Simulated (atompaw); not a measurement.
## Plane-wave convergence, PAW (atompaw) potential for iron

- Element: Fe
- Generator: atompaw 4.2.0.5
- Type: PAW
- Functional: LDA (PW92)
- Relativity: scalar-relativistic
- Frozen core: [Ne]
- Valence charge: 16
- Reference configuration: 3s2 3p6 3d6 4s1 4p0 (charge +1)
- Partial waves: 3s (bound): rc 1.30 bohr; 4s (bound): rc 1.35 bohr; 3p (bound): rc 1.35 bohr; 4p (bound, empty): rc 1.45 bohr; 3d (bound): rc 0.85 bohr; 3d channel at -0.2 Ry: rc 0.85 bohr
- Local potential: bessel scheme, radius 1.10 bohr
- Core correction: smooth core density matched at 1.00 bohr
- Augmentation charge: besselshape compensation charge, radius 1.05 bohr; PAW radius 1.45 bohr; waves and projectors: custom polynom vanderbiltortho

The pseudo-atom Hamiltonian at the reference potential is diagonalised in spherical Bessel functions j_l(qr) that vanish at 20 bohr, with q² up to the cutoff. All-electron valence levels (Ry): 3s -7.5057, 4s -0.9281, 3p -5.0379, 4p -0.5543, 3d -1.1961.

Problem. How do the lowest levels (Ry) of each channel move with the cutoff, and are there ghosts?

Solution.

```json
{"cutoff (Ry)": "8", "s #1": "-6.4289", "s #2": "-0.7966", "p #1": "-1.8107", "p #2": "-0.3369", "d #1": "-0.2502", "d #2": "-0.0846", "f #1": "-0.0526", "f #2": "0.0447", "Σ f·Δε (mRy)": "27323.5"}
{"cutoff (Ry)": "15", "s #1": "-7.2787", "s #2": "-0.8998", "p #1": "-3.7634", "p #2": "-0.4947", "d #1": "-0.2793", "d #2": "-0.0931", "f #1": "-0.0526", "f #2": "0.0447", "Σ f·Δε (mRy)": "13629.9"}
{"cutoff (Ry)": "21", "s #1": "-7.4727", "s #2": "-0.9244", "p #1": "-4.6128", "p #2": "-0.5385", "d #1": "-0.3135", "d #2": "-0.1018", "f #1": "-0.0526", "f #2": "0.0447", "Σ f·Δε (mRy)": "7916.1"}
{"cutoff (Ry)": "35", "s #1": "-7.5047", "s #2": "-0.9279", "p #1": "-5.0293", "p #2": "-0.5540", "d #1": "-0.4294", "d #2": "-0.1242", "f #1": "-0.0526", "f #2": "0.0447", "Σ f·Δε (mRy)": "4653.7"}
{"cutoff (Ry)": "50", "s #1": "-7.5053", "s #2": "-0.9280", "p #1": "-5.0357", "p #2": "-0.5541", "d #1": "-0.7068", "d #2": "-0.1536", "f #1": "-0.0526", "f #2": "0.0447", "Σ f·Δε (mRy)": "2949.8"}
{"cutoff (Ry)": "60", "s #1": "-7.5056", "s #2": "-0.9280", "p #1": "-5.0365", "p #2": "-0.5542", "d #1": "-0.8773", "d #2": "-0.1642", "f #1": "-0.0526", "f #2": "0.0447", "Σ f·Δε (mRy)": "1921.8"}
{"cutoff (Ry)": "90", "s #1": "-7.5057", "s #2": "-0.9281", "p #1": "-5.0378", "p #2": "-0.5542", "d #1": "-1.1533", "d #2": "-0.1763", "f #1": "-0.0526", "f #2": "0.0447", "Σ f·Δε (mRy)": "257.5"}
{"cutoff (Ry)": "120", "s #1": "-7.5057", "s #2": "-0.9281", "p #1": "-5.0379", "p #2": "-0.5543", "d #1": "-1.1924", "d #2": "-0.1777", "f #1": "-0.0526", "f #2": "0.0447", "Σ f·Δε (mRy)": "22.3"}
{"cutoff (Ry)": "180", "s #1": "-7.5057", "s #2": "-0.9281", "p #1": "-5.0379", "p #2": "-0.5543", "d #1": "-1.1947", "d #2": "-0.1777", "f #1": "-0.0526", "f #2": "0.0447", "Σ f·Δε (mRy)": "8.1"}
{"cutoff (Ry)": "230", "s #1": "-7.5057", "s #2": "-0.9281", "p #1": "-5.0379", "p #2": "-0.5543", "d #1": "-1.1959", "d #2": "-0.1778", "f #1": "-0.0526", "f #2": "0.0447", "Σ f·Δε (mRy)": "1.1"}
{"cutoff (Ry)": "350", "s #1": "-7.5057", "s #2": "-0.9281", "p #1": "-5.0379", "p #2": "-0.5543", "d #1": "-1.1961", "d #2": "-0.1778", "f #1": "-0.0526", "f #2": "0.0447", "Σ f·Δε (mRy)": "0.1"}
{"cutoff (Ry)": "400", "s #1": "-7.5057", "s #2": "-0.9281", "p #1": "-5.0379", "p #2": "-0.5543", "d #1": "-1.1961", "d #2": "-0.1778", "f #1": "-0.0526", "f #2": "0.0447", "Σ f·Δε (mRy)": "0.0"}
```

Result: no extra level below or beside the all-electron valence levels (s, p, d, f tested); 10 mRy is reached at 180 Ry and 1 mRy at 260 Ry.
